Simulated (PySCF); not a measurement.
# Assignment exercise: C6H9NO

Geometry:
| atom | x (Å) | y (Å) | z (Å) |
| --- | --- | --- | --- |
| C1 | -1.364 | 0.388 | 1.368 |
| C2 | -0.876 | -0.254 | 0.068 |
| C3 | -1.315 | 0.573 | -1.141 |
| C4 | 0.613 | -0.354 | 0.089 |
| C5 | 1.421 | -1.449 | 0.028 |
| O6 | 2.708 | -1.032 | 0.083 |
| C7 | 2.623 | 0.299 | 0.175 |
| N8 | 1.418 | 0.755 | 0.183 |
| H9 | -1.074 | -0.218 | 2.224 |
| H10 | -2.447 | 0.483 | 1.359 |
| H11 | -0.922 | 1.375 | 1.475 |
| H12 | -1.285 | -1.267 | -0.015 |
| H13 | -0.992 | 0.098 | -2.065 |
| H14 | -2.398 | 0.670 | -1.160 |
| H15 | -0.872 | 1.564 | -1.086 |
| H16 | 1.233 | -2.499 | -0.051 |
| H17 | 3.523 | 0.878 | 0.231 |

- GIAO PBE0/pcSseg-1 shieldings
- GFN2-xTB geometry
- code: PySCF
- one computed conformer, no relativistic terms, rapidly exchanging positions averaged, isolated molecule

δ = σ(ref) − σ, references computed at the same level: TMS for $^{13}$C, $^{1}$H.

**Question.** Assign these signals to the numbered atoms. $^{13}$C{$^{1}$H} NMR (computed): δ 155.9 (CH), 155.4 (C), 138.4 (CH), 30.8 (CH), 25.0 (CH3).

**Answer.** 
155.9 → C7, aromatic CH between two ring heteroatoms
155.4 → C4, substituted aromatic carbon next to a ring nitrogen
138.4 → C5, aromatic CH next to the ring oxygen
30.8 → C2, sp3 CH on an aromatic ring: saturated and bonded to C and H only
25.0 → C1/C3, methyl carbon: a saturated carbon with 1 carbon neighbour and no heteroatom attached

C7 and C4 lie closer than the usual error of such a calculation, so a measured spectrum could show them in the other order.

**Question.** Assign these signals to the numbered atoms. $^{1}$H NMR (400 MHz, computed): δ 7.71 (m, 1H), 7.55 (m, 1H), 2.80 (sept, 1H), 1.41 (d, 6H).

**Answer.** 
7.71 → H17, hydrogen on an aromatic CH between two ring heteroatoms: it sits in the deshielding region of the aromatic ring current
7.55 → H16, hydrogen on an aromatic CH next to the ring oxygen: aromatic region
2.80 → H12, hydrogen on an sp3 CH on an aromatic ring: benzylic-type position, deshielded by the ring
1.41 → H9/H10/H11/H13/H14/H15, hydrogen on a methyl carbon

Shifts are as computed. Against solution values, carbons near 30 ppm lie about +3 ppm off and those near 130 ppm about +5 ppm. Of 1211 compounds with measured shifts, 218 miss one by over three times the rms of a fit or turn the order of signals round; such compounds aren't used in these exercises. Multiplicities follow the n + 1 count of equivalent neighbours, as no J values were calculated; m marks all less simple cases, F and P coupling included.
